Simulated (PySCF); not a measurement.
GaH4 (charge -1).
Z-matrix (Å and degrees, PBE0-D3(BJ)/def2-SVP geometry), rows numbered from 1:
```
Ga
H   1  1.6257
H   1  1.6257  2  109.47
H   1  1.6257  2  109.47  3  -120.00
H   1  1.6257  2  109.48  3   120.01
```

Level of theory: PBE0-D3(BJ)/def2-SVP geometry optimisation, gas phase in PySCF 2.14.0.

Take the most abundant isotopes and a rigid rotor. 

(1) What are A, B and C (GHz)?

(2) What kind of rotor is it?

## Answers

(1) Ia = 7.10, Ib = 7.10, Ic = 7.10 u·Å²; 505379 MHz·u·Å²/I gives 71159, 71153 and 71142 MHz, that is A = 71.159, B = 71.153, C = 71.142 GHz.

(2) A spherical top, as the point group Td requires three equal moments; the computed ones differ by 0.02 % because the geometry is symmetric only within the optimiser's tolerance.

The point group Td allows no dipole (computed: 0.00 D (about the centre of mass, as the species is charged)), so a rigid rotor has no electric-dipole lines.

Task: Estimate the classical rotational partition function at 50 K, 100 K and 298.15 K.

Result: Point group Td, symmetry number σ = 12; q = (√π/σ)·√((kT/h)³/(ABC)), k/h = 20836.6 MHz/K: 8.3 at 50 K, 23.4 at 100 K, 121 at 298.15 K.

No PBE0-D3(BJ)/def2-SVP frequencies stand behind this structure, so it isn't proved a minimum. The geometry's basis has no diffuse functions, a weakness for an anion. Zero-point vibration and centrifugal distortion are left out.

Cost: about 8 s of CPU time on one thread; the machine was shared, so the figure is rough. These figures are those of the optimisation.
